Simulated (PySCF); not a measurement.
TiFCl3 (singlet state).
SMILES: `[F][Ti]([Cl])([Cl])[Cl]`

Computed, not measured: PBE0-D3(BJ)/def2-SVP geometry optimisation, gas phase (PySCF 2.14.0).

Masses are those of the commonest isotopes; rigid-rotor values at the optimised geometry. 

(1) What are A, B and C (cm⁻¹)?

(2) What kind of rotor is it?

(3) What does the inertial defect say?

(4) Give the other two planar moments, Paa and Pbb, and the rms extents of the mass along the axes.

(5) Where do the R-branch lines fall?

## Answers

(1) Ia = 315.91, Ib = 317.67, Ic = 434.22 u·Å²; 505379 MHz·u·Å²/I gives 1600, 1591 and 1164 MHz, that is A = 0.05336, B = 0.05307, C = 0.03882 cm⁻¹.

(2) An oblate symmetric top, as the point group C3v requires two equal moments; the computed ones differ by 0.56 % because the geometry is symmetric only within the optimiser's tolerance: κ = (2 × 1591 − 1600 − 1164)/(1600 − 1164) = 0.96.

(3) Not planar: Δ = Ic − Ia − Ib = -199.36 u·Å². For a rigid frame Δ = −2 Σ m c², so Σ m c² = 99.68 u·Å² lies off the ab plane. The atom farthest from that plane is 1.97 Å away.

(4) Paa = Σ m a² = (Ib + Ic − Ia)/2 = 217.99 and Pbb = Σ m b² = (Ia + Ic − Ib)/2 = 216.23 u·Å². With the mass M = 171.85 u, the rms extents √(P/M) along a, b and c are 1.13, 1.12, 0.76 Å.

(5) The dipole of 0.11 D lies along the symmetry axis, so ΔK = 0 and J+1 ← J falls at 2B(J+1) for every K: 3.19 GHz, 6.38 GHz, 9.57 GHz, 12.76 GHz, 15.95 GHz for J = 0 to 4.

Not checked by PBE0-D3(BJ)/def2-SVP frequencies. No vibrational averaging or centrifugal distortion is included, and the geometry carries the error of its method.
